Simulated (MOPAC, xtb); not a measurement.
Torsion O1–Ge2–Si3–H5 in GeH4OSi (SMILES [OH][Ge][SiH3]); at each angle all else is relaxed with GFN2-xTB, and the levels are single points there.
Geometry at 120° (charge 0, multiplicity 1):
```xyz
7

O      2.259    -0.109    -0.261
Ge     1.156    -1.301     0.438
Si    -0.956    -0.030     0.354
H      2.062     0.772    -0.574
H     -1.998    -0.679    -0.459
H     -1.584     0.152     1.673
H     -0.862     1.337    -0.198
```

On the grid 0° to 120°, 60° is the highest and 120° the lowest point at MP2/CBS(def2-TZVPP, def2-QZVPP) + ΔCCSD(T)/def2-TZVPP.

The state that AM1 reach isn't checked.

Codes used: MOPAC for AM1 (differences of heats of formation); xtb for the GFN methods. Each number belongs to the level named beside it.

Q: What energy at 60° less that at 120° does AM1 give?

A: 15 meV

Q: What is the computed energy at 60° less that at 120° (GFN-FF)?

A: 0 meV

Q: Estimate the energy at 60° less that at 120° that GFN1-xTB returns for this input.

A: -24 meV
